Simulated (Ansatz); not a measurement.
Geometry optimisation, RHF/cc-pVDZ in Ansatz 0.2.0.

Input file:

```yaml
crystal:
  periodic: [false, false, false]
  atoms:
    - { symbol: B, position_ang: [0.0, 0.0, 0.0] }
    - { symbol: Cl, position_ang: [0.0, 0.0, 2.21] }
    - { symbol: O, position_ang: [1.2211, 0.0, -0.705] }
    - { symbol: H, position_ang: [1.5209, -0.9519, -0.8599] }
    - { symbol: O, position_ang: [-1.2211, 0.0, -0.705] }
    - { symbol: H, position_ang: [-1.7308, -0.8467, -0.4965] }
    - { symbol: F, position_ang: [0.0726, 1.5356, 0.5108] }
    - { symbol: H, position_ang: [0.0564, 1.1931, 1.5499] }
basis:
  gaussian: { orbitals: cc-pVDZ }
hamiltonian:
  xc: hf
relax:
  f_tol: 0.15
  max_steps: 25
  restrain:
    - { distance: [0, 6], at: 2.52, k: 30.0 }
    - { distance: [7, 1], at: 2.57, k: 30.0 }
    - { distance: [0, 1], at: 1.86, k: 30.0 }
    - { distance: [7, 6], at: 0.92, k: 30.0 }
```

Launched with:

```bash
$ ansatz run input.yaml --threads 1 --pin off --max-ram 2048MiB --backend cpu --events-out ev --progress --plain --runs-dir out
```

Q: Where does it end, and by what steps?

A: The run converged. The restraints hold the end off the free minimum; the threshold counts their pulls, which the force column leaves out. Restrained pairs: B1–F7 (1.62 → 2.53 Å), Cl2–H8 (1.36 → 2.57 Å), B1–Cl2 (2.21 → 1.85 Å), F7–H8 (1.09 → 0.91 Å). After 10 steps the energy has fallen by 3.461 eV (the restraints' own energy left out); Cl2 moved furthest, 0.96 Å.

| step | energy less start (eV) | largest force component (eV/Å) | accepted |
| --- | --- | --- | --- |
| 0 | 0.0000 | 4.816 | yes |
| 1 | -1.0957 | 2.965 | yes |
| 2 | -1.6153 | 2.620 | yes |
| 3 | -2.1250 | 2.541 | yes |
| 4 | -2.7143 | 1.300 | yes |
| 5 | -2.9814 | 1.423 | yes |
| 6 | -3.0466 | 1.961 | yes |
| 7 | -3.2440 | 0.765 | yes |
| 8 | -3.3783 | 0.648 | yes |
| 9 | -3.4521 | 0.497 | yes |
| 10 | -3.4612 | 0.400 | yes |

```xyz
8
Properties=species:S:1:pos:R:3
B -0.039 -0.428 -0.139
Cl 0.054 -0.796 1.670
O 1.091 -0.412 -0.854
H 1.882 -0.537 -0.354
O -1.236 -0.308 -0.722
H -1.975 -0.350 -0.135
F 0.045 1.995 0.580
H 0.096 1.766 1.459
```

The run took 26 s on 1 thread of Arm Neoverse V1, with other jobs on the host, peak memory 0.17 GiB.
